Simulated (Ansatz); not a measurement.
SnCl₂. Charge 0, multiplicity 1. Geometry PBE-D4/def2-TZVP.

Cartesian coordinates in Å:
```
Sn -0.498 -0.663 0.617
Cl 1.714 0.228 0.763
Cl -1.216 0.434 -1.380
```

In the def2 sets Sn takes a core potential; there is no spin–orbit coupling. LC-ωPBE has ω = 0.4 bohr⁻¹.

Question: Estimate the orbital energies around the gap (eV) in Ansatz with PBE-D4/def2-TZVP, PBE-D4/def2-TZVPD, BLYP-D4/def2-TZVP, PBE0-D4/def2-SVP, LC-ωPBE/def2-TZVP.

Answer: 
```csv
orbital,PBE-D4/def2-TZVP,PBE-D4/def2-TZVPD,BLYP-D4/def2-TZVP,PBE0-D4/def2-SVP,LC-ωPBE/def2-TZVP
HOMO−13,-26.85,-26.92,-26.70,-29.79,-32.58
HOMO−12,-26.77,-26.84,-26.62,-29.71,-32.48
HOMO−11,-26.73,-26.80,-26.58,-29.67,-32.41
HOMO−10,-26.71,-26.77,-26.57,-29.65,-32.41
HOMO−9,-26.58,-26.65,-26.45,-29.52,-32.24
HOMO−8,-19.93,-20.00,-19.73,-22.28,-25.81
HOMO−7,-19.52,-19.60,-19.33,-21.83,-25.28
HOMO−6,-12.15,-12.22,-11.99,-13.54,-16.74
HOMO−5,-8.97,-9.04,-8.75,-10.19,-13.08
HOMO−4,-8.13,-8.20,-7.95,-9.34,-12.44
HOMO−3,-8.08,-8.14,-7.89,-9.25,-12.29
HOMO−2,-7.63,-7.70,-7.44,-8.74,-11.77
HOMO−1,-7.34,-7.41,-7.16,-8.49,-11.50
HOMO,-6.99,-7.06,-6.84,-7.88,-10.51
LUMO,-3.83,-3.89,-3.75,-3.06,-1.22
LUMO+1,-1.60,-1.71,-1.52,-0.68,1.02
LUMO+2,-1.52,-1.68,-1.44,-0.49,1.20
LUMO+3,1.98,-0.25,2.01,3.74,3.95
LUMO+4,2.11,0.95,2.15,5.80,4.43
LUMO+5,2.23,0.96,2.28,5.83,4.65
```
